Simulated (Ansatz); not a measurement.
```yaml
crystal:
  periodic: [false, false, false]
  atoms:
    - {symbol: C, position_ang: [1.005978, -0.041372, -1.447713]}
    - {symbol: C, position_ang: [0.471944, -0.228620, -0.049219]}
    - {symbol: C, position_ang: [1.593448, -0.478056, 0.954471]}
    - {symbol: C, position_ang: [-0.553094, -1.375708, 0.034295]}
    - {symbol: N, position_ang: [-0.247783, 1.000487, 0.316485]}
    - {symbol: Si, position_ang: [-1.878241, 1.361743, 0.439674]}
    - {symbol: F, position_ang: [-2.700305, 1.076185, -0.988874]}
    - {symbol: F, position_ang: [-2.673252, 0.578649, 1.458543]}
    - {symbol: F, position_ang: [-1.993686, 2.978305, 0.657984]}
    - {symbol: H, position_ang: [1.749019, 0.726994, -1.483837]}
    - {symbol: H, position_ang: [0.214828, 0.096466, -2.181227]}
    - {symbol: H, position_ang: [1.568400, -0.958452, -1.746104]}
    - {symbol: H, position_ang: [2.265290, 0.415593, 1.000607]}
    - {symbol: H, position_ang: [2.099763, -1.395241, 0.699411]}
    - {symbol: H, position_ang: [1.138662, -0.550597, 1.970300]}
    - {symbol: H, position_ang: [-1.407433, -1.228764, -0.749886]}
    - {symbol: H, position_ang: [-1.010549, -1.465964, 0.990331]}
    - {symbol: H, position_ang: [-0.010884, -2.282311, -0.268567]}
    - {symbol: H, position_ang: [0.401845, 1.806382, 0.414158]}
basis:
  gaussian: {orbitals: def2-mTZVP}
hamiltonian: {xc: {name: TPSS}, dispersion: d3bj}
```

```sh
$ ansatz run in.yaml --threads 5 --pin off --events-out ev --progress --plain --max-ram 66560MiB --backend cpu
```

(1) How does Ansatz answer? (Best estimate.)

Results:

(1) The calculation gave: The input was rejected before any iteration.
```
Error: YAML parse error: error: line 25 column 19: hamiltonian.xc: no functional is named "TPSS"; the names, which are not case-sensitive, are SVWN5, SPW92, PBE, PBE0, PBEsol, revPBE, revPBE0, RPBE, rPW86-PBE, HSE06, wPBEh, LC-wPBE, HISS, HF, BLYP, B3LYP, B3LYP5, BHLYP, CAM-B3LYP, r2SCAN, r2SCANh, r2SCAN0, r2SCAN50, m-r2SCAN, B97, wB97, wB97X, wB97X-V, B97M-V, wB97M-V, B2PLYP, B2GP-PLYP, PBE0-DH, PBE-QIDH
23 | basis:
24 |   gaussian: {orbitals: def2-mTZVP}
25 | hamiltonian: {xc: {name: TPSS}, dispersion: d3bj}
```

HSE06 is defined as in plane-wave codes.
